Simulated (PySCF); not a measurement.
A structure optimised at PBE0-D3(BJ)/def2-SVP, used in a PySCF frequency run:

```xyz
5

Ga     0.5588     0.0066     0.0000
Br    -0.5640    -1.9701     0.0000
Br    -0.5406     1.9792     0.0000
O      2.3258     0.0392     0.0000
H      2.7293    -0.8365     0.0000
```

**Question.** Write its SMILES, formula and point group.

**Answer.** [OH][Ga]([Br])[Br], Br2GaHO, Cs

**Question.** What are its rotational constants (standard atomic weights)?

**Answer.** 3.0775, 0.81008, 0.64128 GHz
